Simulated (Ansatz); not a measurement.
`C=CBBr` + H₂Se → `C=CB[SeH]` + HBr at 700 K and 1 bar (ligand exchange at a B–Br bond).

Gas-phase electronic energies from Ansatz, PBE0-D4/def2-TZVP geometries. CBS: MP2 limit from def2 TZ/QZ plus the TZ coupled-cluster correction, frozen cores. For Br, Se outer-core shells are correlated without core-valence functions, which leaves a few kJ/mol of doubt a bond. Scalar relativity is left out up to krypton. Each species was taken in one conformer, which may not be the lowest.

```csv
species,CCSD(T)/CBS energy (Eh),H − E (kJ/mol),S (J/(mol·K))
`C=CBBr`,-2676.63535,203.4,393.3
H₂Se,-2401.89790,61.1,251.1
`C=CB[SeH]`,-2504.61289,230.9,411.1
HBr,-2573.91920,36.5,223.7
```

H − E and S are ideal-gas, rigid-rotor, harmonic terms from PBE0-D4/def2-TZVP, for one conformer and one mirror image of each species. 1 Eh = 2625.50 kJ/mol, R = 8.31446 J/(mol·K).

Task: By hand: ΔE, ΔH, ΔS and ΔG.

Result: ΔE = (-2504.61289) + (-2573.91920) − (-2676.63535) − (-2401.89790) = 0.00116 Eh = 3.0 kJ/mol. Δ(H − E) = 230.9 + 36.5 − 203.4 − 61.1 = 2.9, so ΔH = 5.9 kJ/mol. ΔS = 411.1 + 223.7 − 393.3 − 251.1 = -9.6 J/(mol·K). ΔG = 5.9 − 700 × (-9.6)/1000 = 12.6 kJ/mol.

Task: By hand: the equilibrium constant, and the temperature at which ΔG would vanish if ΔH and ΔS stayed fixed.

Result: log₁₀ K = −ΔG/(RT ln 10) = -0.9. ΔH and −TΔS have one sign here, so there is no such temperature.

TΔS isn't small against ΔH here. A doubt of 5 kJ/mol in ΔE shifts log₁₀ K by 0.4 here. Other conformers and mirror images would add mixing entropy, several J/(mol·K) or more a flexible species. These are equilibria of isolated gas molecules and say nothing of rates. Largest T1 diagnostic: 0.013 (customary marks: 0.02 for closed shells, 0.045 for open ones).

ΔS is within the doubt of such terms, so its sign, and with it that verdict, could turn.
